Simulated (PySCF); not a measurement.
**Adding and removing an electron: ZnO**

UHF-MP2; basis Zn jorge-DZP-DKH, O jorge-DZP-DKH; spin-free X2C with a Gaussian nucleus; PySCF 2.14. Neutral (UHF): triplet (σ ↑, π ↑), Re = 1.845 Å, ωe = 591 cm⁻¹, De = 1.23 eV.

ZnO⁺ (ROHF): doublet (π ↑), Re = 1.794 Å, ωe = 669 cm⁻¹, De = 1.25 eV to Zn⁺ + O. The energies at the minima are -1869.53364 hartree for ZnO and -1869.21775 for ZnO⁺.

Problem. Work out the adiabatic ionisation energy, without and with harmonic zero-point energies (1 hartree = 27.2114 eV, 1 eV = 8065.5 cm⁻¹), and the change of the bond length.

Solution. At MP2: 0.31589 hartree = 8.596 eV between the minima; the zero-point term (669.0 − 591.0)/2 cm⁻¹ = +0.005 eV makes it 8.601 eV. Re changes by -5.1 pm against the neutral. The electron leaves a σ orbital, and the shorter bond of the ion fits an antibonding orbital, or a change in how ionic the bond is.

Correlated steps freeze 6 core orbitals. UHF and ROHF references stand side by side, which adds small steps between rows. Correlated levels converge slowly with the basis: in double zeta they bind strong bonds too weakly, by up to about 1 eV, and carry superposition errors of some tenths. For an ion De counts to the pair picked by the measured ionisation energies or electron affinities, which need not be the lowest pair at this level. States were picked by a PBE0 search and need not be the measured ground states.

Neutral and ion stand on different kinds of reference determinant, which adds to the error of the difference.
